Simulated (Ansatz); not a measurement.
Relaxation of the cluster Fe₂O₂⁺ with UKS PBE0-D4/def2-SVP.

```sh
$ ansatz run in.yaml --threads 4 --pin off --events-out ev --progress --plain --max-ram 3916MiB
```

```yaml
crystal:
  periodic: [false, false, false]
  atoms:
    - {symbol: Fe, position_ang: [-1.098280, -0.014350, 0.048170]}
    - {symbol: Fe, position_ang: [1.097130, 0.014150, -0.048100]}
    - {symbol: O, position_ang: [-0.012320, 1.266340, 0.076010]}
    - {symbol: O, position_ang: [0.013460, -1.266150, -0.076080]}
basis:
  gaussian: {orbitals: def2-SVP}
total_charge: 1
magnetization: {spin_polarized: true, initial_magnetization: 1}
hamiltonian: {xc: pbe0, dispersion: d4}
scf: {omitted_lower_state_checks: [starts]}
output: {orbitals: {seedname: orbitals}}
relax: {f_tol: 0.02, max_steps: 100}
```

Hardware: 4 threads of AMD EPYC 9R45 on a shared host. Wall time 18 s.

Positions (Å) and forces (eV/Å) at steps 1, 2, 3, 4, 6 of 6:

```xyz
4
step=1 energy=-72831.4758 eV
Fe   -1.098   -0.014    0.048   -7.614   -0.087    0.335
Fe    1.097    0.014   -0.048    3.013    0.041   -0.132
O    -0.012    1.266    0.076    2.264    3.212    0.090
O     0.013   -1.266   -0.076    2.338   -3.166   -0.293
4
step=2 energy=-72832.0549 eV
Fe   -1.160   -0.015    0.051   -5.227   -0.061    0.230
Fe    1.124    0.015   -0.049    1.626    0.022   -0.071
O     0.005    1.276    0.076    1.782    1.621    0.017
O     0.031   -1.276   -0.077    1.820   -1.581   -0.175
4
step=3 energy=-72832.6299 eV
Fe   -1.358   -0.018    0.059    0.344    0.006   -0.015
Fe    1.193    0.015   -0.052    0.633    0.008   -0.028
O     0.070    1.251    0.071   -0.491    0.120    0.029
O     0.095   -1.248   -0.079   -0.487   -0.133    0.014
4
step=4 energy=-72832.6409 eV
Fe   -1.342   -0.017    0.059   -0.087    0.000    0.004
Fe    1.199    0.015   -0.053    0.260    0.003   -0.011
O     0.059    1.251    0.072   -0.088    0.059    0.008
O     0.084   -1.250   -0.078   -0.085   -0.062    0.000
4
step=6 energy=-72832.6423 eV
Fe   -1.348   -0.017    0.059   -0.001    0.000    0.000
Fe    1.208    0.016   -0.053    0.001    0.000    0.000
O     0.057    1.248    0.072    0.000    0.002    0.000
O     0.083   -1.246   -0.078    0.000   -0.002    0.000
```

The charge 1 doublet is spin-contaminated (final ⟨S²⟩ up to 3.83, 0.75 for a pure state). The structure comes from a short search, and lower isomers may exist.
